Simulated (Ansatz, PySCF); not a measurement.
This singlet lies 1.64 eV below the relaxed triplet at the level frozen-core CCSD(T)/cc-pVTZ // B3LYP-D3(BJ)/def2-TZVP (Ansatz, a first-principles code).

B3LYP has the VWN-RPA correlation part, as in Gaussian. 

```xyz
8

C     -1.0026    -0.0704    -0.1300
C      0.3016    -0.7804     0.0169
N      1.3129    -0.0091    -0.2685
H     -0.9358     0.9850    -0.4521
H     -1.5375    -0.1178     0.8221
H     -1.6235    -0.6202    -0.8420
H      1.2269     0.9722    -0.5609
H      2.2580    -0.3593    -0.2114
```

Charge 0, multiplicity 1.

Give the Mulliken and meta-Löwdin atomic charges from B3LYP-D3(BJ)/def2-TZVP in PySCF.


```json
[
 {"atom": "C1", "Mulliken (e)": "-0.25", "meta-Löwdin (e)": "-0.34"},
 {"atom": "C2", "Mulliken (e)": "-0.18", "meta-Löwdin (e)": "-0.16"},
 {"atom": "N3", "Mulliken (e)": "-0.28", "meta-Löwdin (e)": "-0.27"},
 {"atom": "H4", "Mulliken (e)": "0.04", "meta-Löwdin (e)": "0.06"},
 {"atom": "H5", "Mulliken (e)": "0.12", "meta-Löwdin (e)": "0.14"},
 {"atom": "H6", "Mulliken (e)": "0.12", "meta-Löwdin (e)": "0.14"},
 {"atom": "H7", "Mulliken (e)": "0.17", "meta-Löwdin (e)": "0.19"},
 {"atom": "H8", "Mulliken (e)": "0.25", "meta-Löwdin (e)": "0.25"}
]
```
